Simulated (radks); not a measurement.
The numbers below are computed, except where a source is named.
The indium ion In3+, 46 electrons, occupied as [Kr] 4d10.

Code: a radial shooting solver on a logarithmic mesh with Libxc functionals. Model: scalar-relativistic Kohn-Sham, LB94 model potential, spin-polarised, spherical densities, finite nucleus; Fermi nuclear charge, rms radius 4.6156 fm.

Energy parts (eV):
part                   energy
kinetic            167279.056
electron-nucleus  -386092.040
Hartree             63147.136
(The LB94 potential has no energy functional, so no total or exchange-correlation energy is given.)

Orbitals (lengths in bohr, moments of r in powers of bohr; r(90%) holds 90 % of the orbital's charge):
| orbital | occ. | eigenvalue (eV) | r(90%) |
|---|---|---|---|
| 1s | 2 | -27928.65 | 0.0533 |
| 2s | 2 | -4227.796 | 0.198 |
| 2p | 6 | -3803.724 | 0.182 |
| 3s | 2 | -839.3744 | 0.512 |
| 3p | 6 | -699.9233 | 0.520 |
| 3d | 10 | -482.6393 | 0.509 |
| 4s | 2 | -157.7770 | 1.23 |
| 4p | 6 | -116.3536 | 1.36 |
| 4d | 10 | -56.9036 | 1.79 |

The highest occupied level is 4d at -56.904 eV. The density falls to 0.001 e/bohr^3 at r = 2.96 bohr. For comparison, the ionisation energy in NIST's Atomic Spectra Database is 55.45 eV (measured). In exact Kohn-Sham theory the highest level is minus the ionisation energy, but local and semilocal functionals leave it too shallow, through self-interaction and a potential that decays too fast; potentials with the right tail come closer. Summed over all electrons, <r^2> = 25.65 bohr^2, which gives a Langevin (diamagnetic) susceptibility term of -20.3 x 10^-6 cm^3/mol. The electron density at the nucleus is 1.795e+05 e/bohr^3 (large components only).
